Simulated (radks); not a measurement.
Trend from Mg3+ to Ar3+: ionisation energy by Delta-SCF between NIST ground configurations, and size. All-electron calculation, non-relativistic Kohn-Sham, LDA (Slater exchange, Perdew-Wang correlation), spin-unpolarised, spherical densities, point nucleus. Program: a radial shooting solver on a logarithmic mesh with Libxc functionals.

Mg3+: configuration [He] 2s2 2p5; configuration of the ion [He] 2s2 2p4; IE (eV) 112.32; NIST (eV) 109.27; kind semi-emp.; -e(HOMO) (eV) 96.296 (2p); outermost 2s; <r> outermost (bohr) 0.676; r at 0.001 e/bohr^3 (bohr) 2.04
Al3+: configuration [Ne]; configuration of the ion [He] 2s2 2p5; IE (eV) 121.19; NIST (eV) 119.99; kind exp.; -e(HOMO) (eV) 104.22 (2p); outermost 2s; <r> outermost (bohr) 0.627; r at 0.001 e/bohr^3 (bohr) 1.98
Si3+: configuration [Ne] 3s1; configuration of the ion [Ne]; IE (eV) 44.996; NIST (eV) 45.142; kind exp.; -e(HOMO) (eV) 39.605 (3s); outermost 3s; <r> outermost (bohr) 1.85; r at 0.001 e/bohr^3 (bohr) 3.03
P3+: configuration [Ne] 3s2; configuration of the ion [Ne] 3s1; IE (eV) 52.059; NIST (eV) 51.444; kind exp.; -e(HOMO) (eV) 45.632 (3s); outermost 3s; <r> outermost (bohr) 1.67; r at 0.001 e/bohr^3 (bohr) 3.08
S3+: configuration [Ne] 3s2 3p1; configuration of the ion [Ne] 3s2; IE (eV) 46.983; NIST (eV) 47.22; kind semi-emp.; -e(HOMO) (eV) 40.418 (3p); outermost 3p; <r> outermost (bohr) 1.66; r at 0.001 e/bohr^3 (bohr) 3.10
Cl3+: configuration [Ne] 3s2 3p2; configuration of the ion [Ne] 3s2 3p1; IE (eV) 52.369; NIST (eV) 53.2; kind semi-emp.; -e(HOMO) (eV) 45.215 (3p); outermost 3p; <r> outermost (bohr) 1.52; r at 0.001 e/bohr^3 (bohr) 3.05
Ar3+: configuration [Ne] 3s2 3p3; configuration of the ion [Ne] 3s2 3p2; IE (eV) 57.716; NIST (eV) 59.6; kind semi-emp.; -e(HOMO) (eV) 50.009 (3p); outermost 3p; <r> outermost (bohr) 1.40; r at 0.001 e/bohr^3 (bohr) 2.98

Reference values: NIST Atomic Spectra Database (exp. = measured, semi-emp. = semi-empirical, theory = theoretical value adopted there). Spin polarisation and multiplet splitting are left out, so open shells lie too high by an amount that depends on their filling.

Beside tabulated values, note that spin-unpolarised runs miss the spin-polarisation part of the exchange energy of open shells.
